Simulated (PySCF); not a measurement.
Start geometry of `C/N=C\c1cc(C#N)ccn1` from GFN2-xTB (Å):
```
atom  x, y, z in Å
C1    -2.9610   -0.8997    0.2401
N2    -2.5934   -0.3520   -1.0341
C3    -1.4405    0.0482   -1.2990
C4    -0.1872    0.0903   -0.4435
C5     0.9725    0.5756   -0.9808
C6     2.0995    0.6178   -0.1590
C7     3.3426    1.1057   -0.6588
N8     4.3392    1.5141   -1.0757
C9     2.0038    0.1566    1.1774
C10    0.7698   -0.3202    1.5908
N11   -0.3105   -0.3530    0.8248
H12   -4.0318   -1.1346    0.1741
H13   -2.8604   -0.1350    1.0254
H14   -2.4145   -1.7555    0.5073
H15   -1.2716    0.4158   -2.2984
H16    1.0252    0.9475   -1.9824
H17    2.8639    0.1731    1.8119
H18    0.6269   -0.6826    2.5942
```

Q: What comes out of this run: PySCF, PBE0-D3(BJ)/def2-SVP geometry optimisation, gas phase?

A: 
```
atom  x, y, z in Å
C1    -3.140   -0.752    0.195
N2    -2.722   -0.203   -1.066
C3    -1.544    0.194   -1.310
C4    -0.336    0.217   -0.449
C5     0.844    0.745   -0.992
C6     1.995    0.776   -0.202
C7     3.222    1.306   -0.720
N8     4.215    1.733   -1.137
C9     1.928    0.279    1.105
C10    0.706   -0.223    1.547
N11   -0.391   -0.256    0.801
H12   -4.212   -0.995    0.145
H13   -2.967   -0.054    1.030
H14   -2.577   -1.664    0.452
H15   -1.363    0.594   -2.322
H16    0.863    1.124   -2.016
H17    2.804    0.286    1.755
H18    0.616   -0.620    2.564
```

The energy falls by 19.9 kJ/mol over 10 energy and gradient evaluations, the largest force component goes from 0.0525 to 2.6e-04 Eh/bohr, and the atoms move by 0.046 Å rms after alignment. The bond that changes most is C1–H14 (N-methyl carbon to methyl hydrogen), which lengthens by 0.052 Å. Bonds longer at the end by more than 0.005 Å: 9 of 18; shorter: 3. Among the angles that change most is H13–C1–H14, from 109.7° to 105.5°. Rotational constants go from 3138, 624.2, 522.3 to 3116, 615.9, 515.9 MHz. The orientation of the end geometry is arbitrary; only internal coordinates are fixed.

The run used 189 basis functions and 76 SCF cycles in all. Hardware: an Arm Neoverse V1 with one thread, shared host. Cost: 3.6 min, 0.80 GiB resident at most.

Stationary, but not proved a minimum. One conformer, not necessarily the lowest.
